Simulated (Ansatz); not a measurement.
C4H7AlO. Charge 0, multiplicity 1. The bonds changed during the relaxation, so this is another structure than the one it started from. The geometry is a stationary point of PBE0-D4/def2-TZVP.

```xyz
13

Al   -1.192    0.369   -1.542
C     0.671    0.296   -0.933
C     1.136   -0.842   -0.136
C     0.644   -0.843    1.098
C    -0.225    0.350    1.322
O    -0.262    1.004    0.037
H    -2.089   -0.881   -1.155
H    -1.700    1.573   -2.439
H     1.448    0.997   -1.245
H     1.806   -1.589   -0.543
H     0.832   -1.583    1.864
H     0.182    1.049    2.065
H    -1.251    0.102    1.607
```

What is the dipole moment at r2SCAN/def2-TZVPP? (An estimate is asked.)

The calculation gave: 2.51 D, with components (1.63, -0.62, 1.81) D in this frame, pointing from negative to positive charge.

And with PBE, B3LYP, ωB97M-V? (Estimate.)

Ansatz gave: PBE 2.49 D, B3LYP 2.49 D, ωB97M-V 2.51 D.

Give the Mulliken charges with r2SCAN, ωB97M-V, PBE in def2-TZVPP. (Estimate.)

Ansatz gave: 
```tsv
atom	r2SCAN	ωB97M-V	PBE
Al1	0.44	0.34	0.29
C2	-0.12	-0.18	-0.09
C3	-0.09	-0.11	-0.10
C4	-0.16	-0.15	-0.16
C5	0.13	-0.04	0.04
O6	-0.20	-0.20	-0.14
H7	-0.17	-0.13	-0.14
H8	-0.17	-0.12	-0.13
H9	0.05	0.11	0.08
H10	0.09	0.12	0.10
H11	0.09	0.12	0.10
H12	0.04	0.11	0.08
H13	0.06	0.12	0.09
```

B3LYP here is the variant with VWN-RPA as its local correlation; programs differ in this.
